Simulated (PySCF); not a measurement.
# Magnetisability: `C[C@@H](Cl)CCC=O`, C5H9ClO

Geometry:
```csv
atom,x (Å),y (Å),z (Å)
C1,-2.003,1.056,0.252
C2,-0.688,0.370,0.575
Cl3,-0.933,-0.702,2.000
C4,-0.163,-0.462,-0.589
C5,1.202,-1.081,-0.295
C6,2.309,-0.070,-0.235
O7,2.198,1.108,-0.426
H8,-2.363,1.615,1.112
H9,-1.857,1.748,-0.574
H10,-2.758,0.325,-0.028
H11,0.060,1.103,0.883
H12,-0.072,0.197,-1.455
H13,-0.882,-1.248,-0.825
H14,1.467,-1.810,-1.066
H15,1.181,-1.619,0.656
H16,3.294,-0.520,0.005
```

Theory: GIAO CAM-B3LYP/pcSseg-1 magnetisability, rotational g tensor and spin-rotation constants, non-relativistic, gas phase in PySCF. Geometry: GFN2-xTB.

Question: How diamagnetic is it, and how anisotropic?

Answer: Isotropic -1228 × 10⁻³⁰ J/T², or -74.0 × 10⁻⁶ cm³/mol; principal values -1369, -1234, -1082 × 10⁻³⁰ J/T², anisotropy 249 × 10⁻³⁰ J/T² (root of half the summed squared differences of the principal values). The susceptibility is in cgs units.

Question: Split it along the inertial axes a, b, c into diamagnetic and paramagnetic parts about the centre of mass, with the quadrupole moment.

Answer: 
| axis | χ (10⁻⁶ cm³/mol) | diamagnetic (10⁻⁶ cm³/mol) | paramagnetic (10⁻⁶ cm³/mol) | summed x² of all electrons (Å²) | quadrupole Θ (D Å) |
| --- | --- | --- | --- | --- | --- |
| a | -78.6 | -485.9 | 407.3 | 188.8 | -4.01 |
| b | -69.2 | -972.7 | 903.5 | 74.0 | +2.64 |
| c | -74.0 | -1114.8 | 1040.7 | 40.5 | +1.37 |

Anisotropies 2χaa − χbb − χcc = -13.9 and 2χbb − χaa − χcc = +14.1 × 10⁻⁶ cm³/mol. Θ is traceless in Buckingham's convention.

Question: And the rotational g tensor?

Answer: 
```tsv
axis	rotational constant (GHz)	g	nuclear part	electronic part
a	3.2352	-0.0157	0.6034	-0.6191
b	1.3251	-0.0147	0.5478	-0.5625
c	1.1473	-0.0097	0.5512	-0.5610
```
Asymmetric top; isotopes 12C, 35Cl, 1H, 16O; no vibrational averaging.
